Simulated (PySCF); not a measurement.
Excitations are Tamm–Dancoff values on a coarser integration grid. The basis has no diffuse functions, so Rydberg states are missing or too high.

Cartesian coordinates (Å):
SMILES: C=Cc1cc([SiH3])cc(S)c1
```xyz
20

C      3.3954    -1.2802    -0.0631
C      2.0776    -1.5166    -0.0004
C      0.9899    -0.5238    -0.0173
C     -0.3407    -0.9705     0.0630
C     -1.4195    -0.0731     0.0504
Si    -3.1898    -0.6946     0.2072
C     -1.1545     1.3006    -0.0506
C      0.1670     1.7697    -0.1313
S      0.5690     3.4979    -0.2644
C      1.2273     0.8576    -0.1133
H      4.1137    -2.1028    -0.0418
H      3.8102    -0.2713    -0.1366
H      1.7409    -2.5568     0.0724
H     -0.5255    -2.0463     0.1320
H     -3.2986    -2.0594    -0.3841
H     -3.6100    -0.7695     1.6385
H     -4.1144     0.2378    -0.5009
H     -1.9805     2.0169    -0.0722
H     -0.7009     3.9585    -0.2264
H      2.2516     1.2297    -0.1788
```
Charge 0, multiplicity 1.

### Question
Give the dipole moment, T1 excitation (TDA), LUMO, brightest of the four lowest singlets (TDA) and HOMO at the level PBE-D3(BJ)/def2-TZVP // B3LYP-D3(BJ)/def2-SVP (PySCF).

### Answer

The dipole moment comes out as 0.16 D, the T1 excitation (TDA) is 2.95 eV and the LUMO comes out as -2.31 eV. The brightest of the four lowest singlets (TDA) comes out as 4.57 eV and the HOMO comes out as -5.50 eV.
